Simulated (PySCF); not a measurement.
**Electronic absorption of C5H11OP**

C5H11OP.
Cartesian coordinates in Å at the GFN2-xTB level; atoms count from 1:
```
atom  x, y, z in Å
C1     2.4283   -0.3725   -0.0692
P2     0.7919   -0.2401   -0.9213
C3    -0.2099   -1.3311    0.2104
C4    -1.6818   -0.9313    0.1137
O5    -1.9337    0.3679    0.5921
C6    -1.3359    1.3744   -0.1887
C7     0.1914    1.3431   -0.1414
H8     2.8460   -1.3592   -0.2603
H9     2.3337   -0.2190    1.0049
H10    3.1029    0.3735   -0.4852
H11    0.1334   -1.2263    1.2433
H12   -0.0949   -2.3725   -0.0980
H13   -2.2967   -1.5892    0.7345
H14   -2.0180   -1.0162   -0.9326
H15   -1.7106    2.3158    0.2231
H16   -1.6736    1.2864   -1.2342
H17    0.5292    1.4090    0.8965
H18    0.5896    2.1936   -0.6992
```

Computed, not measured: PySCF 2.14.0, density-fitted response routines, TDDFT CAM-B3LYP/def2-SVPD, vertical, gas phase, core orbitals frozen in the response.

```
state  λ (nm)  E (eV)       f  symmetry   main configurations (H = HOMO, L = LUMO)
   S1   191.1    6.49   0.088        A′                                  H→L (84%)
   S2   185.5    6.68   0.086        A″                   H→L+2 (76%), H→L+4 (17%)
   S3   181.3    6.84  0.0006         –                                H→L+1 (86%)
   S4   169.3    7.33   0.024        A′    H-1→L (48%), H-1→L+1 (30%), H→L+3 (11%)
   S5   168.1    7.37   0.159        A′                                H→L+3 (73%)
   S6   160.8    7.71   0.013        A″      H→L+4 (45%), H→L+2 (20%), H→L+6 (11%)
   S7   157.4    7.88   0.014        A″                              H-1→L+2 (82%)
   S8   157.3    7.88   0.069        A′  H-1→L+1 (40%), H-1→L (29%), H-1→L+3 (10%)
```

Triplets, Tamm–Dancoff:

| state | E (eV) | λ (nm) | main configurations (H = HOMO, L = LUMO) |
| --- | --- | --- | --- |
| T1 | 5.45 | 227.7 | H→L (57%), H→L+8 (10%), H→L+5 (9%) |
| T2 | 5.52 | 224.8 | H→L+2 (48%), H→L+4 (29%), H→L+6 (13%) |
| T3 | 6.63 | 186.9 | H→L+1 (82%) |

The lowest singlet lies at 6.49 eV (191 nm, vacuum ultraviolet) and is of moderate strength; its leading configuration is HOMO→LUMO (84%). The strongest level in the table is S5 at 7.37 eV (168 nm, f = 0.159). S7/S8 lie within about 0.01 eV of each other. Löwdin shares by element: HOMO phosphorus 59%, carbon 30% or more; LUMO carbon 33% or more, phosphorus 13% (atoms not listed hold the other 55%). Of the 8 states listed, 7 reach f = 0.01 and none stays under 0.0005. Weighted by f, the mean energy of these states is 7.17 eV. Orbital energies (eV): HOMO-3 -10.03, HOMO-2 -9.90, HOMO-1 -8.87, HOMO -7.95, LUMO 1.44, LUMO+1 1.48, LUMO+2 1.72. Symmetry labels in Cs follow from the direction of the transition dipole and are given only for states with f of 0.002 or more. The window holds the lowest 8 singlets.

Cost: about 2.1 min of CPU time on one thread; the machine was shared, so the figure is rough.

One conformer stands for the species.
